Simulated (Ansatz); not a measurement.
```yaml
crystal:
  periodic: [false, false, false]
  atoms:
    - {symbol: N, position_ang: [-1.151780, 2.307104, 0.437572]}
    - {symbol: C, position_ang: [0.297003, -0.679840, -0.481990]}
    - {symbol: O, position_ang: [1.959830, -1.170611, 1.811071]}
    - {symbol: Se, position_ang: [-0.572708, -2.854681, -3.775363]}
    - {symbol: H, position_ang: [-2.258010, 2.962624, -1.395383]}
    - {symbol: H, position_ang: [-0.646610, 2.925308, 1.911589]}
    - {symbol: H, position_ang: [2.499686, -3.278586, 0.977163]}
basis:
  gaussian: {orbitals: def2-TZVPP}
hamiltonian: {xc: {name: wB97}}
```

```sh
$ ansatz run in.yaml --threads 2 --pin off --events-out ev --progress --plain --max-ram 4352MiB
```

Shortened log:

```
Functional definition: wB97
1050 factors; their error is unknown
285 factors; integrals over basis functions are off by at most 3.0e-4 eV
mean field evaluation 1: about -69901.4306 eV, gradient 1.1e2 eV
mean field evaluation 2: about -69559.7798 eV, gradient 2.5e2 eV
mean field evaluation 4: about -69810.1047 eV, gradient 1.8e2 eV
mean field evaluation 8: about -69933.1866 eV, gradient 3.6e1 eV
mean field evaluation 16: about -69942.3939 eV, gradient 1.6e-1 eV
mean field evaluation 32: about -69942.3895 eV, gradient 2.0e-1 eV
mean field -69942.39577551 eV, -2570.3356360914 hartree, gradient 6.6e-6 eV, S^2 0.000000; 6 other end points of the search recorded, 0 dependent functions left out
reference -69942.39576132 eV, -2570.3356355701 hartree; 29, 29 occupied and 154, 154 virtual orbitals, 1050 factors
Total energy: -69942.39576132 eV, -2570.3356355701 hartree
```

In this input the geometry is stretched to more than twice its size. The run converged. The result belongs to that input, not to the molecule as meant.
